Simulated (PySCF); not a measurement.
Species: C4H13AsGe.
Numbering: `[CH3:1][C:2]([CH3:3])([CH3:4])[GeH2:5][AsH2:6]` (hydrogens: H7, H8, H9 on C1; H10, H11, H12 on C3; H13, H14, H15 on C4; H16, H17 on Ge5; H18, H19 on As6)

Structure used (PBE0-D3(BJ)/def2-SVP), in Å, numbered top down from 1:
```
atom  x, y, z in Å
C1    -1.098    0.763   -0.978
C2    -1.036   -0.708   -0.571
C3    -1.816   -1.564   -1.569
C4    -1.597   -0.895    0.837
Ge5    0.856   -1.314   -0.602
As6    2.163    0.014    0.962
H7    -0.665    0.933   -1.977
H8    -0.563    1.410   -0.265
H9    -2.147    1.107   -1.010
H10   -1.784   -2.634   -1.307
H11   -1.428   -1.456   -2.595
H12   -2.878   -1.260   -1.586
H13   -2.656   -0.582    0.871
H14   -1.051   -0.293    1.581
H15   -1.554   -1.947    1.160
H16    0.931   -2.789   -0.147
H17    1.414   -1.212   -2.039
H18    2.217    1.199    0.003
H19    3.483   -0.540    0.438
```

Level of theory: PySCF, PBE0-D3(BJ)/def2-SVP geometry optimisation, gas phase.

Take the most abundant isotopes and a rigid rotor. The values belong to one conformer with, in the numbering `[CH3:1][C:2]([CH3:3])([CH3:4])[GeH2:5][AsH2:6]`, C2–Ge5–As6–H -77° and -169°.

Problem. Give the principal moments of inertia and the rotational constants in GHz.

Solution. Ia = 195.24, Ib = 607.54, Ic = 680.83 u·Å²; 505379 MHz·u·Å²/I gives 2589, 831.8 and 742.3 MHz, that is A = 2.5886, B = 0.8318, C = 0.7423 GHz.

Problem. What kind of rotor is it?

Solution. A near-prolate asymmetric top; Ray's κ = -0.903.

Problem. What does the inertial defect say?

Solution. Not planar: Δ = Ic − Ia − Ib = -121.94 u·Å². For a rigid frame Δ = −2 Σ m c², so Σ m c² = 60.97 u·Å² lies off the ab plane: 23.18 from hydrogen and 37.79 from heavier atoms. The atom farthest from that plane is 2.18 Å away.

Problem. Which lines would a microwave search look for?

Solution. The dipole components are |μa| = 0.99 D, |μb| = 0.10 D, |μc| = 0.33 D. The squared components, which scale the intensities, stand as 1.00 : 0.01 : 0.11 (a : b : c). Some lines, for components of 0.1 D or more:

```tsv
type	branch	J(Ka,Kc)	MHz	lower level (cm⁻¹)
b	Q	2(1,1) ← 2(0,2)	1939	0.157
b	R	3(0,3) ← 2(1,2)	3039	0.213
c	R	1(1,0) ← 0(0,0)	3420	0.000
a	R	3(1,3) ← 2(1,2)	4586	0.213
b	R	2(1,2) ← 1(0,1)	4815	0.053
b	Q	2(2,0) ← 2(1,1)	5273	0.222
b	Q	2(2,1) ← 2(1,2)	5539	0.213
b	Q	3(2,2) ← 3(1,3)	5675	0.366
a	R	4(0,4) ← 3(0,3)	6263	0.314
a	R	4(3,2) ← 3(3,1)	6303	0.856
c	R	2(2,0) ← 1(1,0)	8511	0.114
b	Q	3(3,1) ← 3(2,2)	9009	0.555
b	R	4(2,3) ← 3(1,2)	11432	0.384
c	Q	4(4,1) ← 4(3,1)	12604	1.066
b	R	3(3,1) ← 2(2,0)	13729	0.398
c	R	3(3,0) ← 2(2,0)	13729	0.398
b	R	3(3,0) ← 2(2,1)	13732	0.398
b	R	4(4,1) ← 3(3,0)	18907	0.856
```

No PBE0-D3(BJ)/def2-SVP frequencies stand behind this structure, so it isn't proved a minimum. No vibrational averaging or centrifugal distortion is included, and the geometry carries the error of its method. A rigid rotor knows nothing of internal rotation, which can split or shift real lines. Quadrupole hyperfine structure (75As) is left out.

The run took 54 s of wall time on one thread of an x86-64 server, no GPU, on a shared host. These figures are those of the optimisation.
